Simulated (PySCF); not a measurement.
# BSe: a base run and its variants

Base input, run as `OMP_NUM_THREADS=1 python input.py` with PySCF 2.14:

```python
from pyscf import gto, dft

mol = gto.M(
    atom='B 0 0 0; Se 0 0 1.93',
    basis='ano-rcc-vdzp',
    charge=0,
    spin=1,
    verbose=3,
)
mf = dft.UKS(mol, xc='camb3lyp')
mf = mf.sfx2c1e()
mf = mf.density_fit(auxbasis='def2-universal-jkfit')
mf.kernel()
mf.stability(internal=True, external=True)
mf.dip_moment()
print('orbital energies (hartree):', [e[max(0, n-3):n+3].round(4) for e, n in zip(mf.mo_energy, mol.nelec)])
```

Base result: E(SCF) = -2454.785105 Eh, ⟨S²⟩ = 0.767, μz(SCF) = -1.03 D, internal stable; real -> complex stable. The bond length is a typed value, not an optimised one. No search for the lowest solution was made.

Hardware: Intel Xeon Platinum 8488C, 1 thread, shared host. Wall time 17 s, peak memory 0.25 GiB.

Each row names what differs from the base; energies in brackets are changes from the base.

| change | result | wall time (s) |
| --- | --- | --- |
| point-group symmetry: off → on | E(SCF) = -2454.785105 Eh (+0.0000 eV), ⟨S²⟩ = 0.767, μz(SCF) = -1.03 D, internal stable; real -> complex stable (rotations that keep the point group only) | 11 |
| step after the SCF: stability → optimize | E(SCF) = -2454.785105 Eh (+0.0000 eV), ⟨S²⟩ = 0.767, all at the start geometry; optimised bond 1.741 Å with E = -2454.801956 Eh after 5 steps | 23 |
| step after the SCF: stability → tda; number of roots: default → 6 | E(SCF) = -2454.785105 Eh (+0.0000 eV), ⟨S²⟩ = 0.767, μz(SCF) = -1.03 D, first excitations without spin–orbit coupling 1.42, 1.42, 3.00, 3.19, 3.19 eV | 16 |
| geometry: bond 1.93 → bond 0 [unsound on purpose] | stops with RuntimeError (Ill geometry) | 1.1 |
| cycle limit: 50 → 1 [unsound on purpose] | not converged: SCF | 12 |
| step after the SCF: stability → tddft; number of roots: default → 4 | E(SCF) = -2454.785105 Eh (+0.0000 eV), ⟨S²⟩ = 0.767, μz(SCF) = -1.03 D, first excitations without spin–orbit coupling 1.36, 1.36, 2.68, 3.02 eV | 33 |
| step after the SCF: stability → gradient | E(SCF) = -2454.785105 Eh (+0.0000 eV), ⟨S²⟩ = 0.767, μz(SCF) = -1.03 D, gradient on the second atom 0.0803 Eh/bohr | 5.8 |
| basis set: ano-rcc-vdzp → 6-31g*; spin-free X2C: on → off | E(SCF) = -2426.106839 Eh, ⟨S²⟩ = 0.769, μz(SCF) = -1.36 D, internal stable; real -> complex stable | 16 |
| geometry: bond 1.93 → bond 0.1 [unsound on purpose] | E(SCF) = -2002.251079 Eh, ⟨S²⟩ = 0.752, μz(SCF) = 1.24 D, internal stable; real -> complex stable | 14 |
